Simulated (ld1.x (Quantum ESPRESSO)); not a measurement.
## LDA (PZ) TM dataset for lead, scalar-relativistic all-electron reference.

ld1.x (Quantum ESPRESSO) 7.5 was run on this input:

```
&input
   title='Pb', zed=82., rel=1, dft='PZ', iswitch=3,
   config='[Xe] 4f14 5d10 6s2 6p2 6d-2',
   nld=3, rlderiv=2.55, eminld=-3.0, emaxld=5.0, deld=0.02
 /
 &inputp
   pseudotype=2, tm=.true., lloc=-1, rcloc=1.50,
   nlcc=.true.,
   file_pseudopw='Pb.UPF', file_wfcaegen='ae.wfc', file_wfcncgen='nc.wfc', file_beta='beta', file_chi='chi'
 /
3
6S  1  0   2.00   0.00  1.85  1.85  0.0
6P  2  1   2.00   0.00  2.25  2.25  0.0
6D  3  2  -2.00   0.45  2.35  2.35  0.0
 &test
   configts(1)='6s2 6p2'
 /
```

Command:

```bash
ld1.x < Pb.in > Pb.out
```

The program printed (shortened: banner, matrices, multipoles, cross overlaps and the repeated all-electron block are left out):

```
Program LD1 v.7.5
     --------------------------- All-electron run ----------------------------

     Pb
     scalar relativistic calculation

     atomic number is 82.00
     dft =PZ   lsd =0 sic =0 latt =0  beta=0.20 tr2=1.0E-14
     Exchange-correlation= PZ
                           (   1   1   0   0   0   0   0)
     mesh =1281 r(mesh) =  98.81810 a.u. xmin = -7.00 dx = 0.01250
     1 Ry =  13.60569312 eV, c = 137.03599908

     n l     nl                  e(Ry)          e(Ha)          e(eV)
     1 0     1S 1( 2.00)     -6472.9756     -3236.4878    -88069.3200
     2 0     2S 1( 2.00)     -1157.8566      -578.9283    -15753.4421
     2 1     2P 1( 6.00)      -993.4006      -496.7003    -13515.9043
     3 0     3S 1( 2.00)      -277.9193      -138.9597     -3781.2852
     3 1     3P 1( 6.00)      -230.7801      -115.3901     -3139.9233
     4 0     4S 1( 2.00)       -62.8655       -31.4328      -855.3293
     4 1     4P 1( 6.00)       -47.4160       -23.7080      -645.1274
     3 2     3D 1(10.00)      -182.6636       -91.3318     -2485.2643
     5 0     5S 1( 2.00)       -10.6149        -5.3074      -144.4228
     5 1     5P 1( 6.00)        -6.3177        -3.1589       -85.9569
     4 2     4D 1(10.00)       -29.5427       -14.7713      -401.9482
     4 3     4F 1(14.00)        -9.7944        -4.8972      -133.2591
     5 2     5D 1(10.00)        -1.5646        -0.7823       -21.2870
     6 0     6S 1( 2.00)        -0.9058        -0.4529       -12.3238
     6 1     6P 1( 2.00)        -0.2727        -0.1363        -3.7103

     final scf error:  6.7E-15 reached in  29 iterations

     Etot =  -41741.400205 Ry,  -20870.700103 Ha, -567920.681719 eV

     Ekin =   47183.676117 Ry,   23591.838058 Ha,  641966.617658 eV
     Encl = -104252.812133 Ry,  -52126.406066 Ha,-1418431.769088 eV
     Eh   =   16078.193904 Ry,    8039.096952 Ha,  218754.972225 eV
     Exc  =    -750.458093 Ry,    -375.229046 Ha,  -10210.502514 eV

     normalization and overlap integrals

     s(1S/1S) =  1.000000  <r> =   0.0161  <r2> =    0.0004  r(max) =   0.0099
     s(2S/2S) =  1.000000  <r> =   0.0676  <r2> =    0.0054  r(max) =   0.0575
     s(2P/2P) =  1.000000  <r> =   0.0615  <r2> =    0.0046  r(max) =   0.0476
     s(3S/3S) =  1.000000  <r> =   0.1746  <r2> =    0.0349  r(max) =   0.1622
     s(3P/3P) =  1.000000  <r> =   0.1766  <r2> =    0.0362  r(max) =   0.1622
     s(4S/4S) =  1.000000  <r> =   0.3845  <r2> =    0.1668  r(max) =   0.3609
     s(4P/4P) =  1.000000  <r> =   0.4103  <r2> =    0.1912  r(max) =   0.3842
     s(3D/3D) =  1.000000  <r> =   0.1600  <r2> =    0.0299  r(max) =   0.1311
     s(5S/5S) =  1.000000  <r> =   0.8524  <r2> =    0.8144  r(max) =   0.7833
     s(5P/5P) =  1.000000  <r> =   0.9763  <r2> =    1.0758  r(max) =   0.8766
     s(4D/4D) =  1.000000  <r> =   0.4312  <r2> =    0.2146  r(max) =   0.3890
     s(4F/4F) =  1.000000  <r> =   0.4539  <r2> =    0.2468  r(max) =   0.3476
     s(5D/5D) =  1.000000  <r> =   1.3067  <r2> =    1.9925  r(max) =   1.0707
     s(6S/6S) =  1.000000  <r> =   2.3044  <r2> =    6.0362  r(max) =   1.9509
     s(6P/6P) =  1.000000  <r> =   3.3422  <r2> =   13.0358  r(max) =   2.6334

     ------------------------ End of All-electron run ------------------------

     --------------------- Generating NC pseudopotential ---------------------

      Generating local potential from pseudized AE potential:
      Matching radius rcloc =   1.5000

      Local pseudo, rcloc= 1.482 Estimated cut-off energy=    11.49 Ry

      Computing core charge for nlcc:

       r > 1.90 : true rho core
       r < 1.90 : rho core = a sin(br)/r    a=   3.71  b=   1.41

      Integrated core pseudo-charge :   6.61

      Wfc   6S  rcut= 1.856  Using Troullier-Martins method

      Wfc   6P  rcut= 2.267  Using Troullier-Martins method

      Wfc   6D  rcut= 2.324  Using Troullier-Martins method

     ------------------- End of pseudopotential generation -------------------

     Computing logarithmic derivative in   2.55244
     Computing logarithmic derivative in   2.55244
     Computing the partial wave expansion
     R is outside the sphere for l=    0 j= 0.00
     R is outside the sphere for l=    1 j= 0.00
     R is outside the sphere for l=    2 j= 0.00

     ---------------------- Testing the pseudopotential ----------------------

     Pb
     scalar relativistic calculation

     atomic number is 82.00   valence charge is  4.00
     dft =PZ   lsd =0 sic =0 latt =0  beta=0.20 tr2=1.0E-14
     mesh =1281 r(mesh) =  98.81810 xmin = -7.00 dx = 0.01250

     n l     nl             e AE (Ry)        e PS (Ry)    De AE-PS (Ry)
     1 0     6S   1( 2.00)       -0.90579       -0.90579        0.00000
     2 1     6P   1( 2.00)       -0.27270       -0.27270       -0.00000

     eps = 1.1E-17  iter =  4

     Etot =  -41741.400205 Ry,  -20870.700103 Ha, -567920.681719 eV
     Etotps =   -13.180165 Ry,      -6.590083 Ha,    -179.325286 eV

     Ekin =       2.159213 Ry,       1.079607 Ha,      29.377593 eV
     Encl =     -14.595978 Ry,      -7.297989 Ha,    -198.588397 eV
     Ehrt =       5.148695 Ry,       2.574347 Ha,      70.051561 eV
     Ecxc =      -8.576640 Ry,      -4.288320 Ha,    -116.691126 eV
     (Ecc =      -5.958880 Ry,      -2.979440 Ha,     -81.074691 eV)
     Epseu=       2.684544 Ry,       1.342272 Ha,      36.525083 eV

     ---------------------- End of pseudopotential test ----------------------
```

Note: ghost states, extra bound levels that the all-electron valence spectrum of the same l lacks: s at -137.2 eV, p at -38.9 eV. A true bound ghost makes a file unfit for plane-wave use.

Generation and configuration tests took about 1.6 s on one core of a shared server CPU.
